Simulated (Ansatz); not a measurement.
(I2In-mu-NH2)2 (In2I4N2H4). Charge 0, multiplicity 3. Geometry r2SCAN-D4/def2-SVP, that of the neutral singlet; atoms count from 1.

Cartesian coordinates in Å:
```
In 1.285 -0.967 0.360
I 1.589 -1.725 2.912
I 2.916 -1.664 -1.649
N 0.827 1.195 0.255
In -1.286 0.967 -0.359
I -1.595 1.729 -2.909
I -2.913 1.660 1.655
N -0.826 -1.195 -0.258
H 0.944 1.682 1.149
H 1.399 1.702 -0.426
H -1.399 -1.704 0.422
H -0.942 -1.680 -1.153
```

In the def2 sets I, In take a core potential; there is no spin–orbit coupling. At PBE0-D4/def2-SVP a singlet of charge 0 lies 4.09 eV below the triplet at the same geometry.

Problem. Estimate the Mulliken populations from the PBE0/def2-SVP orbitals of Ansatz.

Solution. 
```tsv
atom	charge (e)	spin (α − β)
In1	0.31	0.51
I2	-0.03	0.65
I3	-0.03	0.65
N4	-0.48	0.03
In5	0.55	0.05
I6	-0.26	0.03
I7	-0.26	0.03
N8	-0.48	0.03
H9	0.17	0.00
H10	0.17	0.00
H11	0.17	0.00
H12	0.17	0.00
```
Mulliken values and Mayer orders depend strongly on the basis.

Problem. Where does the spin sit?

Solution. Summed by element: In 0.56, I 1.36, N 0.06, H 0.02, of 2 unpaired in all. Largest on single atoms: I2 0.65, I3 0.65, In1 0.51.

Problem. And the Mayer bond orders between bonded heavy atoms (over 0.3)?

Solution. In1–I2 0.65 (2.68 Å); In1–I3 0.65 (2.68 Å); In1–N4 0.56 (2.21 Å); In1–N8 0.56 (2.21 Å); N4–In5 0.62 (2.21 Å); In5–I6 0.99 (2.68 Å); In5–I7 0.99 (2.68 Å); In5–N8 0.62 (2.21 Å). Values over 0.3 also appear between atoms too far apart for a bond (I2–I3 0.40 at 4.75 Å); they arise where an orbital or an unpaired electron spreads over both atoms.
